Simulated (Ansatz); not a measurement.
CH6Cl2GaP, SMILES `[CH3][Ga-]([PH3+])([Cl])[Cl]`. Charge 0, multiplicity 1.

Z-matrix (Å, degrees):
```
C
Ga 1 1.955
H 1 1.092 2 109.1
H 1 1.091 2 110.6 3 -119.2
H 1 1.091 2 110.6 3 119.2
P 2 2.534 1 110.9 3 -179.3
Cl 2 2.184 1 119.8 3 -72.7
Cl 2 2.184 1 119.8 3 73.9
H 6 1.406 2 110.5 1 180.0
H 6 1.410 2 121.7 1 -63.7
H 6 1.410 2 121.6 1 63.7
```

**Question.** What are the harmonic wavenumbers in cm⁻¹ at PBE0-D4/def2-TZVP (Ansatz, finite differences of forces, unscaled)? (Best estimate.)

**Answer.** Computed: 55, 78, 86, 117, 124, 129, 142, 199, 368, 375, 382, 398, 591, 734, 753, 976, 1110, 1111, 1228, 1448, 1450, 2471, 2491, 2511, 3062, 3152, 3159.

**Question.** Is this a minimum?

**Answer.** Yes, all 27 modes are real.

**Question.** Give the ideal-gas thermochemistry at 298.15 K and 1 bar (rigid rotor, harmonic oscillator; point group Cs, symmetry number 1).

**Answer.** Zero-point energy 171.7 kJ/mol; H(298) − E = 201.1 kJ/mol; entropy 430.4 J/(mol·K), of which translation 174.3, rotation 123.1, vibration 133.1; G(298) − E = 72.8 kJ/mol. Modes under 100 cm⁻¹ are hindered rotations or soft bends, so the harmonic entropy is rough.
